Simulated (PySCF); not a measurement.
Species: CH3GeN.
Bonds: N1–C2 (triple), C2–Ge3. Hydrogens: H4, H5, H6 on Ge3.

Method: PBE0-D3(BJ)/def2-SVP geometry optimisation, gas phase in PySCF; density fitting, grid level 1; the optimiser is geomeTRIC in internal coordinates, started from a GFN2-xTB structure with every atom displaced at random (about 0.01 Å).

Step 2: E = -59073.9629 eV
```
atom  x, y, z in Å  |  force x, y, z in eV/Å
N1      2.4443    0.3174    0.0006   -0.037  -0.223   0.045
C2      1.3215    0.0260    0.0247    0.026   0.313  -0.063
Ge3    -0.6015   -0.0865   -0.0099    0.027  -0.031   0.011
H4     -1.0622    1.2166   -0.6704   -0.026  -0.025   0.004
H5     -0.9981   -1.3150   -0.8298    0.011  -0.022  -0.008
H6     -1.0797   -0.1888    1.4397   -0.001  -0.012   0.012
```

Step 3: E = -59073.9793 eV
```
atom  x, y, z in Å  |  force x, y, z in eV/Å
N1      2.4617    0.2604    0.0130   -0.355  -0.194   0.026
C2      1.3171    0.0578    0.0182    0.373   0.297  -0.048
Ge3    -0.6030   -0.0630   -0.0145    0.022  -0.158   0.042
H4     -1.1198    1.2130   -0.6729   -0.007   0.072  -0.031
H5     -0.9633   -1.3080   -0.8244   -0.016  -0.033  -0.038
H6     -1.0682   -0.1904    1.4355   -0.018   0.015   0.048
```

Step 4: E = -59073.9876 eV
```
atom  x, y, z in Å  |  force x, y, z in eV/Å
N1      2.4694    0.2114    0.0227   -0.255  -0.063   0.004
C2      1.3142    0.0935    0.0111    0.274   0.124  -0.016
Ge3    -0.6041   -0.0505   -0.0165    0.000  -0.135   0.030
H4     -1.1585    1.2110   -0.6742    0.008   0.061  -0.021
H5     -0.9368   -1.3061   -0.8247   -0.014  -0.010  -0.025
H6     -1.0598   -0.1895    1.4367   -0.012   0.022   0.028
```

Problem. Estimate the geometry and energy of step 5. (The exact step hangs on the optimiser's Hessian estimate; all steps are aligned on step 4, rigid shifts and turns removed.)

Solution. E = -59073.9891 eV, largest force 0.074 eV/Å
```
atom  x, y, z in Å  |  force x, y, z in eV/Å
N1      2.4691    0.2014    0.0245   -0.063  -0.007  -0.001
C2      1.3134    0.1062    0.0086    0.070   0.025  -0.002
Ge3    -0.6046   -0.0529   -0.0160   -0.004  -0.049   0.009
H4     -1.1606    1.2111   -0.6735    0.004   0.020  -0.006
H5     -0.9338   -1.3083   -0.8277   -0.003   0.001  -0.007
H6     -1.0590   -0.1877    1.4391   -0.004   0.010   0.006
```

The energy changes by -0.0015 eV. The first-order estimate −F·Δx gives -0.0026 eV and the mean of the old and new forces, exact on a quadratic surface, -0.0015 eV. The step makes an angle of 70° with the force vector and moves no atom by more than 0.013 Å.

The cost below is that of the whole optimisation. Time: 12 s of wall time; peak memory 0.32 GiB. Hardware: one thread, Arm Neoverse V1 (aarch64), no GPU, on a shared host.
